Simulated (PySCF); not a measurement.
Isomers of C6H10O2S and their computed core-level spectra.

Computed, not measured: delta-SCF UKS SCAN, pcX-2 on the ionised atom, pcseg-1 elsewhere, spin-free X2C (PySCF 2.14.0). Geometries: PBE0-D3(BJ)/def2-SVP; isolated species, one conformer each.

Line lists (1s up to Mg, 2p3/2 beyond; areas count atoms within a level, one atom standing for each set equivalent by bonding):
1. C 1s: 290.68 (area 1), 291.04 (area 1), 291.06 (area 1), 291.34 (area 1), 291.37 (area 1), 291.63 (area 1) eV; O 1s: 537.18 (area 1), 537.20 (area 1) eV; S 2p3/2: 173.42 eV
2. C 1s: 290.64 (area 2), 291.17 (area 2), 291.59 (area 2) eV; O 1s: 537.27 eV; S 2p3/2: 173.40 eV
3. C 1s: 291.17 (area 4), 291.25 (area 2) eV; O 1s: 537.28 eV; S 2p3/2: 173.26 eV

Structures:
A. `C=CCS(=O)(=O)CC=C`
B. `O=S1(=O)[C@H]2CC[C@@H]1CC2`
C. `CC[C@@H]1CC=CS1(=O)=O`

Problem. Which list belongs to which compound?

Solution. 
- 1 = C: no other candidate has these counts of sites. C 1s: 290.68 methyl carbon, 291.04 chain CH2 carbon, 291.06 alkene CH carbon, 291.34 alkene CH carbon, 291.37 sp3 carbon bound to sulfur, 291.63 allylic carbon; O 1s: 537.18 sulfonyl oxygen, 537.20 sulfonyl oxygen; S 2p3/2: 173.42 sulfonyl sulfur.
- 2 = A: no other candidate has these counts of sites. C 1s: 290.64 terminal =CH2 carbon (×2), 291.17 alkene CH carbon (×2), 291.59 sp3 carbon bound to sulfur (×2); O 1s: 537.27 sulfonyl oxygen (×2); S 2p3/2: 173.40 sulfonyl sulfur.
- 3 = B: no other candidate has these counts of sites. C 1s: 291.17 ring CH2 carbon (×4), 291.25 sp3 carbon bound to sulfur (×2); O 1s: 537.28 sulfonyl oxygen (×2); S 2p3/2: 173.26 sulfonyl sulfur.

For 2p shells one spin-free hole was relaxed; a mean-field spin–orbit operator and the ground-state splitting of the three 2p orbitals were then diagonalised within the shell. The shell's mean is (2 × 2p3/2 + 2p1/2)/3, and the degeneracies 2j + 1 give areas of 2:1.
